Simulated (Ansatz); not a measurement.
Computed with Ansatz on PBE0-D4/def2-TZVP structures; ΔE is electronic, products minus reactants. CCSD(T)/CBS adds triple-zeta CCSD(T) − MP2 to the extrapolated MP2 energy (def2 sets, frozen cores). This one scheme is used for every species. Functionals use def2-TZVPP. HSE06 is defined as in plane-wave codes. For Ga outer-core shells are correlated without core-valence functions, which leaves a few kJ/mol of doubt a bond. Scalar relativity is left out up to krypton. One conformer a species, not always the lowest.

`[OH][Ga]([F])[Cl]` + H₂ → `[OH][GaH][F]` + HCl  (hydrogenolysis of a Ga–Cl bond)

`[OH][Ga]([F])[Cl]`:

Z-matrix (Å, degrees):
```
Ga
O 1 1.761
Cl 1 2.115 2 124.1
F 1 1.733 2 117.4 3 180.0
H 2 0.961 1 113.2 3 0.0
```

H₂:

Cartesian coordinates in Å:
```
H 0.239 -0.278 -0.071
H -0.239 0.278 0.071
```

`[OH][GaH][F]`:

Z-matrix (Å, degrees):
```
Ga
O 1 1.771
F 1 1.746 2 111.1
H 1 1.545 2 128.8 3 180.0
H 2 0.959 1 114.5 3 -180.0
```

HCl:

Cartesian coordinates in Å:
```
Cl 0.288 -0.165 0.547
H -0.288 0.165 -0.547
```

| level | ΔE (kcal/mol) |
| --- | --- |
| revPBE-D4 | 20.3 |
| HSE06-D4 | 20.1 |
| HF/def2-QZVPP | 20.1 |
| CCSD/CBS(def2) | 19.5 |

(1) What does CCSD(T)/CBS give? (Best estimate.)

Largest T1 diagnostic among the species: 0.015.

Answers

(1) Computed: +20.1 kcal/mol. The listed levels differ from it by 0.2, 0.0, 0.0, -0.6 kcal/mol.

The D4 term adds +1.3 kcal/mol with B3LYP and +0.7 kcal/mol with PBE0; it sums over pairs of atoms, weighted by their polarisabilities, and B3LYP, whose exchange is more repulsive, gets the larger term. Leaving LDA and LC-ωPBE aside and taking each functional with its dispersion term where it has one, the values, not all of them listed here, spread over 2.4 kcal/mol, from CAM-B3LYP-D4 to r2SCAN-D4. LDA lies −1.4 kcal/mol from PBE without D4.

B3LYP here is the variant with VWN-RPA as its local correlation; programs differ in this.
